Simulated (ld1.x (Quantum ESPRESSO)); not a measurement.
molybdenum, TM: configuration errors across variants

ld1.x (Quantum ESPRESSO) 7.5 input, shortened:

```
&input
   title='Mo', zed=42., rel=1, dft='PZ', iswitch=3,
   config='[Kr] 4d5 5s0 5p0'
 /
 &inputp
   pseudotype=2, tm=.true., lloc=0,
   nlcc=.true.
 /
3
5P  2  1   0.00   0.00  3.80  3.80  0.0
4D  3  2   5.00   0.00  2.05  2.05  0.0
5S  1  0   0.00   0.00  2.90  2.90  0.0
 &test
   configts(1)='4d5 5s0 5p0'
 /
```

All-electron excitation energies from the reference (eV): (1) 4d5 5s1 5p0 -7.186; (2) 4d4 5s0 5p0 15.703; (3) 4d3 5s0 5p0 42.664; (4) 4d5.5 5s0.5 5p0 -6.876; (5) 4d4 5s2 5p0 -7.047; (6) 4d2 5s0 5p0 82.361; (7) 4d4 5s1 5p0 1.076; (8) 4d5 5s0 5p0 spin -3.391; (9) 4d5 5s1 5p0 spin -11.110.

Spin tests fill each open shell by Hund’s rule, majority spin first.

Errors AE − PS in meV (a dash: test not solved or not reliable):

| change | (1) | (2) | (3) | (4) | (5) | (6) | (7) | (8) | (9) | bound ghosts |
| --- | --- | --- | --- | --- | --- | --- | --- | --- | --- | --- |
| base | -11 | -134 | -705 | -11 | -158 | -1867 | -127 | +205 | +201 | none |
| all radii but the core radius scaled by about 0.79 (s 2.28, p 2.98, d 1.62 bohr) | -6.8 | -128 | -689 | -8.9 | -122 | -1872 | -101 | +189 | +185 | none |
| all radii but the core radius scaled by about 0.86 (s 2.48, p 3.26, d 1.76 bohr) | -10 | -134 | -712 | -11 | -154 | -1904 | -124 | +192 | +189 | none |
| all radii but the core radius scaled by about 0.93 (s 2.70, p 3.54, d 1.90 bohr) | -11 | -135 | -713 | -11 | -162 | -1896 | -130 | +197 | +193 | none |
| all radii but the core radius scaled by about 1.05 (s 3.04, p 3.98, d 2.14 bohr) | -9.6 | -133 | -695 | -11 | -147 | -1835 | -120 | +212 | +208 | none |
| all radii but the core radius scaled by about 1.10 (s 3.20, p 4.18, d 2.26 bohr) | -8.2 | -130 | -682 | -11 | -131 | -1791 | -108 | +222 | +218 | none |
| all radii but the core radius scaled by about 1.31 (s 3.78, p 4.96, d 2.68 bohr) | -2.2 | -118 | -596 | -11 | -30 | -1478 | -31 | +271 | +267 | none |
| all radii but the core radius scaled by about 1.39 (s 4.04, p 5.28, d 2.86 bohr) | -0.7 | -107 | -518 | -12 | +17 | -1212 | +7.5 | +302 | +297 | none |

Problem. Give the same row for: all radii but the core radius scaled by about 1.19 (s 3.46, p 4.54, d 2.44 bohr).

Solution. -5.6, -126, -655, -10, -95, -1695, -82, +239, +235; bound ghosts: none.
